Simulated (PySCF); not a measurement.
**`F[C@@H]1C[C@@H]2CC[C@H]1N2`, C6H10FN**

Molfile (atoms numbered from 1):
```
C6H10FN
     RDKit          3D

 18 19  0  0  0  0  0  0  0  0999 V2000
    1.6652    1.1804   -1.2484 F   0  0  0  0  0  0  0  0  0  0  0  0
    1.4788    0.3453   -0.1706 C   0  0  2  0  0  0  0  0  0  0  0  0
    0.9619   -1.0393   -0.5961 C   0  0  0  0  0  0  0  0  0  0  0  0
   -0.3502   -1.1334    0.1931 C   0  0  2  0  0  0  0  0  0  0  0  0
   -1.3932   -0.2145   -0.4761 C   0  0  0  0  0  0  0  0  0  0  0  0
   -0.8735    1.1826   -0.0887 C   0  0  0  0  0  0  0  0  0  0  0  0
    0.3619    0.8328    0.7679 C   0  0  1  0  0  0  0  0  0  0  0  0
    0.0306   -0.4299    1.4149 N   0  0  0  0  0  0  0  0  0  0  0  0
    2.4431    0.2963    0.3434 H   0  0  0  0  0  0  0  0  0  0  0  0
    0.8117   -1.0808   -1.6727 H   0  0  0  0  0  0  0  0  0  0  0  0
    1.6541   -1.8242   -0.2997 H   0  0  0  0  0  0  0  0  0  0  0  0
   -0.6903   -2.1514    0.3742 H   0  0  0  0  0  0  0  0  0  0  0  0
   -1.4358   -0.3641   -1.5527 H   0  0  0  0  0  0  0  0  0  0  0  0
   -2.3866   -0.4011   -0.0660 H   0  0  0  0  0  0  0  0  0  0  0  0
   -0.6030    1.7861   -0.9519 H   0  0  0  0  0  0  0  0  0  0  0  0
   -1.6011    1.7363    0.5053 H   0  0  0  0  0  0  0  0  0  0  0  0
    0.6723    1.6127    1.4606 H   0  0  0  0  0  0  0  0  0  0  0  0
   -0.7546   -0.3275    2.0518 H   0  0  0  0  0  0  0  0  0  0  0  0
  1  2  1  0
  2  3  1  0
  3  4  1  0
  4  5  1  0
  5  6  1  0
  6  7  1  0
  7  8  1  0
  7  2  1  0
  8  4  1  0
  2  9  1  1
  3 10  1  0
  3 11  1  0
  4 12  1  1
  5 13  1  0
  5 14  1  0
  6 15  1  0
  6 16  1  0
  7 17  1  1
  8 18  1  0
M  END
```

Theory: TDDFT CAM-B3LYP/def2-SVPD circular dichroism and optical rotation, one conformer, gas phase in PySCF 2.14.0. Geometry: GFN2-xTB.

States above about 8.5 eV (minus the energy of the highest occupied orbital) lie near or above the ionisation threshold and depend on the basis.

(1) Draw the ECD and absorption spectra from the lowest 8 states, each a Gaussian of half-width 0.3 eV at 1/e height.

Results:

(1) 
```csv
E (eV),λ (nm),Δε (L mol⁻¹ cm⁻¹),ε (L mol⁻¹ cm⁻¹)
6.01,206,0.00,58.1
6.11,203,0.00,158
6.21,200,0.00,344
6.31,196,0.00,599
6.41,193,-0.01,836
6.51,190,-0.01,934
6.61,188,-0.01,836
6.71,185,0.00,599
6.81,182,+0.01,345
6.91,179,+0.03,163
7.01,177,+0.12,77.8
7.11,174,+0.33,74.6
7.21,172,+0.74,140
7.31,170,+1.29,259
7.41,167,+1.75,402
7.51,165,+1.83,514
7.61,163,+1.49,550
7.71,161,+1.11,515
7.81,159,+1.24,468
7.91,157,+2.15,476
8.01,155,+3.65,573
8.11,153,+5.26,748
8.21,151,+6.50,968
8.31,149,+7.05,1190
```
Δε uses R in velocity form, ε uses f in length form. Only the states computed contribute, so the short-wavelength end is incomplete.
